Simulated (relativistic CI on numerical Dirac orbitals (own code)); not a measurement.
**Level scheme of Mo²⁵⁺**

Computed by Dirac-Coulomb-Breit CI, KLI orbitals optimised for each configuration, QED by a radiative potential, unscaled Slater integrals (own radial code, finite nucleus).

Configurations in the expansion (outside the closed core [Ne]): 3s2 3p5, 3s 3p6, 3s2 3p4 3d, 3s 3p5 3d, 3p6 3d, 3s 3p4 3d2, 3s2 3p3 3d 4p, 3p6 4s, 3s2 3p4 4s, 3s 3p4 3d 4s, 3p6 4p, 3s2 3p4 4p, 3s2 3p3 3d2, 3s2 3p2 3d3, 3s 3p3 3d3, 3s2 3p2 3d2 4s, 3s2 3p2 3d2 4p. Double excitations out of closed p, d and f shells are left out; levels of such configurations are missing from the list, as are those of other unlisted configurations, and high levels can miss mixing partners.

The lowest level is 3s2 3p5 2P°_3/2, with 98 % of that term; Hund's rules for 3s2 3p5 give 2P° with J = 3/2, in agreement.

```csv
No.,Configuration,Term,J,E (cm⁻¹),%,Next component (%),Landé g
1,3s2 3p5,2P°,3/2,0,98,2 3s2 3p3 3d2 2P°,1.331
2,3s2 3p5,2P°,1/2,186912,98,2 3s2 3p3 3d2 2P°,0.662
3,3s 3p6,2S,1/2,784105,66,29 3s2 3p4 3d 2S,2.012
4,3p4(3P) 3d,4D,3/2,886718,55,23 2D,1.171
5,3p4(3P) 3d,4D,5/2,888708,67,13 2D,1.309
6,3p4(1D) 3d,2P,1/2,907350,45,38 4D,0.733
7,3p4(3P) 3d,4D,7/2,909203,64,23 4F,1.342
8,3p4(3P) 3d,4F,9/2,954196,76,22 2G,1.280
9,3p4(3P) 3d,2F,7/2,955373,47,28 2G,1.109
10,3p4(1S) 3d,2D,3/2,981127,48,22 4P,0.987
11,3p4(3P) 3d,4P,1/2,1016249,60,29 2P,2.001
12,3p4(3P) 3d,4D,1/2,1040200,60,24 2P,0.524
13,3p4(3P) 3d,4F,5/2,1040953,47,32 2D,1.158
14,3p4(3P) 3d,4F,3/2,1048884,39,30 2D,0.893
15,3p4(3P) 3d,2F,5/2,1054784,33,31 4P,1.184
16,3p4(3P) 3d,4D,3/2,1076598,31,29 2P,1.110
17,3p4(3P) 3d,4F,7/2,1113283,54,20 4D,1.225
18,3p4(1D) 3d,2D,5/2,1132854,41,31 2F,1.101
19,3p4(1D) 3d,2G,7/2,1133081,54,39 2F,1.012
20,3p4(1D) 3d,2P,3/2,1138820,46,30 4P,1.340
21,3p4(3P) 3d,2F,5/2,1161150,62,24 4P,1.087
22,3p4(1D) 3d,2G,9/2,1163264,76,22 4F,1.159
23,3p4(1D) 3d,2D,5/2,1196417,42,39 2F,1.103
24,3p4(1D) 3d,2F,7/2,1231829,86,5 4F,1.139
25,3p4(1D) 3d,2P,3/2,1271056,38,36 2D,0.934
26,3p4(1D) 3d,2S,1/2,1292462,58,22 3s 3p6 2S,1.894
27,3p4(3P) 3d,2D,5/2,1318619,86,6 2F,1.175
28,3p4(1D) 3d,2D,3/2,1333700,48,44 2P,1.067
29,3p4(3P) 3d,2P,1/2,1393196,86,9 2S,0.821
30,3p4(1S) 3d,2D,5/2,1400379,57,17 2F,1.174
31,3p4(3P) 3d,2D,3/2,1492197,76,16 2P,0.872
32,3s 3p5 3d,4P°,1/2,1638306,81,15 3s2 3p3 3d2 4P°,2.592
33,3s 3p5 3d,4P°,3/2,1658498,72,15 3s2 3p3 3d2 4P°,1.669
34,3s 3p5 3d,4P°,5/2,1697893,54,20 4D°,1.504
35,3s 3p5 3d,4F°,7/2,1721925,60,13 2F°,1.239
36,3s 3p5 3d,4F°,9/2,1729522,84,14 3s2 3p3 3d2 4F°,1.331
37,3s 3p5 3d,4F°,5/2,1747899,49,11 3s2 3p3 3d2 4F°,1.108
38,3s 3p5 3d,4D°,1/2,1770236,27,20 3s2 3p3 3d2 4D°,0.122
39,3s 3p5 3d,4F°,3/2,1771301,36,20 4D°,0.797
40,3p3(4S°) 3d2(3F),6F°,5/2,1798248,24,19 3s 3p5 3d 2D°,1.155
41,3s 3p5 3d,2F°,7/2,1798470,41,32 4D°,1.265
42,3p3(4S°) 3d2(3F),6F°,7/2,1815172,29,19 3s 3p5 3d 2F°,1.260
43,3p3(4S°) 3d2(3F),6F°,3/2,1816481,50,16 4F°,0.859
44,3s 3p5 3d,2D°,3/2,1828976,21,19 2P°,1.050
45,3s 3p5 3d,2D°,5/2,1837814,33,25 3s2 3p3 3d2 6F°,1.154
```

Energies count from the lowest computed level; ° marks odd parity. Percentages are summed over parent terms; the parents shown are those of the largest component, closed shells are left out there.

The mean weight of the leading LS term, summed over parents, in these 45 levels is 56 %, and that of the leading jj configuration (from the same eigenvectors) 67 %, so jj coupling describes them better and the LS labels are nominal.

At this charge energies of transitions that change n are usually good to better than 1 %, and those within a shell (Δn = 0) to a few per cent.

LS names give the leading component of a level, which can be under half, so a name can repeat, a term be missing and a line seem to break the LS rules.
